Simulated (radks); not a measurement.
Values are calculated unless marked as measured or tabulated.
Task: The table gives one normalised radial function P(r) = r R(r) of Si13+ in 5f1 (r in bohr). Code: a radial shooting solver on a logarithmic mesh with Libxc functionals. Model: scalar-relativistic Kohn-Sham, SCAN, spin-unpolarised, spherical densities, finite nucleus; meta-GGA in the generalised Kohn-Sham scheme; Fermi nuclear charge, rms radius 3.1224 fm; without spin polarisation the odd electron is poorly described.

| r | P |
|---|---|
| 0.009437 | 0.0000 |
| 0.012 | 0.0000 |
| 0.01525 | 0.0000 |
| 0.01939 | 0.0000 |
| 0.02465 | 0.0000 |
| 0.03133 | 0.0000 |
| 0.03983 | 0.0001 |
| 0.05063 | 0.0002 |
| 0.06489 | 0.0004 |
| 0.08249 | 0.0010 |
| 0.1049 | 0.0024 |
| 0.1333 | 0.0057 |
| 0.1695 | 0.0131 |
| 0.2154 | 0.0290 |
| 0.2739 | 0.0612 |
| 0.3482 | 0.1215 |
| 0.4461 | 0.2266 |
| 0.5672 | 0.3701 |
| 0.721 | 0.5166 |
| 0.9166 | 0.5662 |
| 1.165 | 0.3824 |
| 1.481 | -0.0722 |
| 1.883 | -0.5894 |
| 2.394 | -0.7977 |
| 3.068 | -0.5637 |
| 3.9 | -0.2170 |
| 4.957 | -0.0419 |
| 6.302 | -0.0036 |

Which n and l does it have? It may be an empty orbital.

Result: n = 5, l = 3: the number of nodes gives n - l - 1 = 1, the rise at small r (about r^(l+1)) gives l, and the extent must fit the shell. The curve is that of 5f. 5f: eigenvalue -101.48 eV, 1 radial node at r = 1.43 bohr, <r> = 2.27 bohr, 90 % of the charge inside 3.22 bohr.
